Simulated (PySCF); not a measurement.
FH3OSeSi. Atoms are numbered in the order given.

```xyz
7

Se    -0.2100     0.5556     0.7856
F     -1.8528     0.2784     0.1247
O      0.6609    -0.8540     0.0765
Si     1.0676    -0.8532    -1.5931
H     -0.1368    -1.1807    -2.4254
H      2.1033    -1.9282    -1.7305
H      1.6161     0.4898    -1.9846
```

The structure is a stationary point at PBE-D3(BJ)/def2-SVP. The geometry has at least one imaginary mode, so it is a saddle point at that level. One conformer was computed; it need not be the lowest.

These are PBE/def2-TZVP run with PySCF values and carry that method's errors.

```json
{
 "total_energy": "-2867.32101 hartree",
 "highest_occupied_level": "-5.51 eV",
 "lowest_empty_level": "-2.96 eV",
 "orbital_gap": "2.55 eV",
 "dipole_moment": "1.69 D",
 "quadrupole, principal values (traceless, Buckingham form, about the centre of nuclear charge)": "-4.01, -2.52, 6.53 D·Å",
 "mean_static_polarisability": "56.7 bohr³ (8.41 Å³)",
 "polarisability_principal_values": "46.4, 52.5, 71.4 bohr³"
}
```
